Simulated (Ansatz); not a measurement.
The cluster Cu₂Br. Charge 0, multiplicity 2. Geometry PBE0-D4/def2-TZVP, basis def2-TZVP, Ansatz.

| atom | x (Å) | y (Å) | z (Å) |
| --- | --- | --- | --- |
| Cu1 | 0.683 | -1.959 | 1.055 |
| Cu2 | -0.801 | 1.928 | -1.029 |
| Br3 | 0.118 | 0.031 | -0.026 |

```tsv
run	HOMO (eV)	LUMO (eV)
A	-4.47	-2.78
B	-4.62	-4.15
C	-4.32	-3.89
D	-4.42	-3.42
E	-4.39	-3.80
```

Another isomer (doublet) lies 0.60 eV lower at PBE0-D4/def2-TZVP; other spin states weren't run for this one.

HOMO and LUMO are taken over both spins.

**Question.** The runs used BLYP, LDA (SPW92), PBE, PBE0, r2SCAN. Estimate which is which.

**Answer.** A PBE0 (25 % exact exchange); B LDA (SPW92) (0 % exact exchange); C BLYP (0 % exact exchange); D r2SCAN (0 % exact exchange); E PBE (0 % exact exchange). Exact exchange lowers occupied and raises empty levels; among semilocal functionals meta-GGAs tend to open the gap a little, and such runs are hard to tell apart. The gap grows from 0.42 eV (BLYP) to 1.69 eV (PBE0).
